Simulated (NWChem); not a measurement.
System meant: SiH₃O₄, doublet; SMILES O[Si](O)([O])O

The following NWChem deck was run.

```
start job
memory heap 200 mb stack 900 mb global 1100 mb
geometry units angstroms noautoz
  O     -0.292097     1.018634    -1.339171
  Si    -0.025738    -0.004313    -0.049289
  O     -1.355243    -0.954231     0.112129
  O      1.258730    -1.023992    -0.153536
  O      0.273535     1.064587     1.175534
  H     -1.164827    -1.877530     0.333269
  H      2.134985    -0.615780    -0.117072
  H     -0.404847     1.740258     1.321976
end
basis spherical
  * library def2-svp
end
dft
  odft
  mult 3
  xc xpbe96 cpbe96
  iterations 150
  mulliken
end
task dft energy
```

End of the output:

```
 Summary of "ao basis" -> "" (spherical)
 ------------------------------------------------------------------------------
       Tag                 Description            Shells   Functions and Types
 ---------------- ------------------------------  ------  ---------------------
 *                          def2-svp                  on all atoms

  pbe96 is a nonlocal functional; adding pw91lda local functional.

                                 NWChem DFT Module
                                 -----------------

 Summary of "ao basis" -> "ao basis" (spherical)
 ------------------------------------------------------------------------------
       Tag                 Description            Shells   Functions and Types
 ---------------- ------------------------------  ------  ---------------------
 O                          def2-svp                 6       14   3s2p1d
 Si                         def2-svp                 8       18   4s3p1d
 H                          def2-svp                 3        5   2s1p

 Summary of "ao basis" -> "ao basis" (spherical)
 ------------------------------------------------------------------------------
       Tag                 Description            Shells   Functions and Types
 ---------------- ------------------------------  ------  ---------------------
 O                          def2-svp                 6       14   3s2p1d
 Si                         def2-svp                 8       18   4s3p1d
 H                          def2-svp                 3        5   2s1p

  number of electrons :                   49
  multiplicity        :                    3
 ------------------------------------------------------------------------
  no. of electrons and multiplicity not compatible                  49
 ------------------------------------------------------------------------
 ------------------------------------------------------------------------
  current input line :
    23: task dft energy
 ------------------------------------------------------------------------
 ------------------------------------------------------------------------
 There is an error in the input file
 ------------------------------------------------------------------------
 For more information see the NWChem manual at https://nwchemgit.github.io

0: no. of electrons and multiplicity not compatible:Received an Error in Communication
```

Find the fault in this run and fix the input.

The program refused the input. Cause: the multiplicity doesn't fit the number of electrons (an even count wants an odd multiplicity, and the reverse). This input runs:
```
start job
memory heap 200 mb stack 900 mb global 1100 mb
geometry units angstroms noautoz
  O     -0.292097     1.018634    -1.339171
  Si    -0.025738    -0.004313    -0.049289
  O     -1.355243    -0.954231     0.112129
  O      1.258730    -1.023992    -0.153536
  O      0.273535     1.064587     1.175534
  H     -1.164827    -1.877530     0.333269
  H      2.134985    -0.615780    -0.117072
  H     -0.404847     1.740258     1.321976
end
basis spherical
  * library def2-svp
end
dft
  odft
  mult 2
  xc xpbe96 cpbe96
  iterations 150
  mulliken
end
task dft energy
```
It converges to -591.49959 Ha (PBE/def2-SVP, spin-unrestricted).
